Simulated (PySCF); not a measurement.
Compound: C7H8F (doublet state).
Z-matrix (Å and degrees, GFN2-xTB geometry), rows numbered from 1:
```
F 
C   1  1.3665
C   2  1.3561  1  115.49
C   3  1.4871  2  124.39  1  -177.43
C   4  1.5373  3  112.81  2   -46.01
C   5  1.4906  4  113.10  3    75.53
C   6  1.3576  5  125.52  4   -50.34
C   2  1.4015  1  113.59  3  -176.38
H   3  1.0793  2  117.42  1     0.84
H   4  1.0913  3  108.93  2  -167.36
H   4  1.0957  3  109.70  2    75.31
H   5  1.0955  4  108.38  3   -46.01
H   5  1.0915  4  109.00  3  -162.74
H   6  1.0806  5  116.42  4   132.14
H   7  1.0831  6  116.94  5  -175.75
H   8  1.0809  2  115.04  1     7.02
```

Identity: `FC1=CCC[CH]C=C1` [radical].

Theory: UKS B3LYP, pcH-1 on C F H, non-relativistic, mean-field spin-orbit, GIAO in PySCF 2.14.0. One conformer (not necessarily the lowest) at the GFN2-xTB geometry, without solvent, vibrations or thermal averaging. Couplings are sensitive to structure, and on GFN2-xTB geometries they can be far from those on DFT ones. No stability test was run, so a lower SCF solution isn't excluded. ⟨S²⟩ is 0.788 where a pure state has 0.75.

Largest spin populations (Mulliken): C8 (+0.54), C6 (+0.47), C3 (+0.47) and C7 (-0.22). Three atoms exceed +0.15. The angles at C8 add up to 360.0°, so it is planar.

Q: Test a(H) = Q·ρ(C) for the protons on planar carbons with a spin population beyond ±0.08.

A: 
```csv
H,C,ρ(C),a(H) (G),a/ρ (G)
H9,C3,+0.471,-10.18,-21.6
H14,C6,+0.472,-10.36,-22.0
H15,C7,-0.216,+4.56,-21.1
H16,C8,+0.540,-12.67,-23.5
```

A least-squares line through the origin gives Q = -22.4 G with Mulliken populations. In McConnell's picture π spin on carbon polarises the C–H bond and leaves opposite spin at the proton, which makes Q negative, as found here. Where ρ is negative the coupling is positive.

Q: Leave H9 and its like out of the fit. How well does the relation then predict its coupling?

A: The other protons give Q = -23.1 G, so a = -23.1 × 0.471 ≈ -10.91 G, against the computed -10.18 G.

Q: List the C–H protons on four-coordinate carbons next to a three-coordinate spin centre, with their couplings and θ (C–H bond against the normal to the plane of the centre's neighbours, projected along the bond that joins the two).

A: 
```
β H  on  centre  θ (°)  cos²θ   a (G)
H10  C4      C3     77   0.05   +5.41
H11  C4      C3     14   0.94  +19.61
H12  C5      C6     18   0.90  +17.63
H13  C5      C6     81   0.03   +3.83
```

Fitting the Heller–McConnell form a = ρ(B0 + B2 cos²θ), with Mulliken ρ = 0.47, gives B0 = 8.4 G and B2 = 33.8 G, with a largest miss of 0.7 G. By this fit the coupling would be 19.9 G at θ = 0° and 4.0 G at 90°.

Couplings in gauss use g_iso = 2.0024.

The run took 83 s wall (with the writing of density and orbital grids) on one thread, Arm Neoverse V1 (aarch64), no GPU, on a shared host, and the process peaked at 0.96 GiB of memory.
